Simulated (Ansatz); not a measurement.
**Ligand exchange: InH2Cl + SiH2(CH3)(OH) → InH2(OH) + SiH2(CH3)Cl**

Species: InH2Cl `[Cl][InH2]`, singlet; SiH2(CH3)(OH), singlet; InH2(OH), singlet; SiH2(CH3)Cl ((chlorosilyl)methane), singlet. The partners trade Cl for OH: In–Cl and Si–OH bonds give way to In–OH and Si–Cl.

Shapes, held fixed at every level: PBE0-D4/def2-TZVP. Flexible molecules stand in one conformer, not always the lowest. Programs: Ansatz 0.2.0. The zero-point and thermal change to 298 K, harmonic and unscaled (PBE0-D4/def2-TZVP), is -1.0 kJ/mol.

```tsv
level	kind	ΔH(298 K) (kJ/mol)	less CCSD(T)/def2-TZVPP	CPU time (sum over the molecules)
HF/def2-TZVPP	Hartree–Fock	+104.8	+25.0	–
B3LYP-D4/def2-TZVPP	global hybrid	+80.8	+1.0	28 s
BHLYP-D4/def2-TZVPP	global hybrid	+91.6	+11.8	25 s
wB97X-V/def2-TZVPP	range-separated hybrid	+79.6	-0.2	45 s
B2PLYP/def2-TZVPP	double hybrid	+80.3	+0.5	27 s
MP2/def2-TZVPP	perturbation theory	+77.7	-2.1	–
CCSD(T)/def2-TZVPP	coupled cluster or CI	+79.8	0.0	3.4 min
```

The highest level, CCSD(T)/def2-TZVPP, gives ΔH(298 K) = +79.8 kJ/mol; the levels span +77.7 to +104.8. The column of differences is taken from that level and isn't an error. No measured value is set beside it here. For atoms past krypton def2 sets carry core potentials with scalar relativity. Outer-core shells of In are correlated, in sets that cover them unevenly. Times are processor times on shared x86 and Arm servers, and rough.
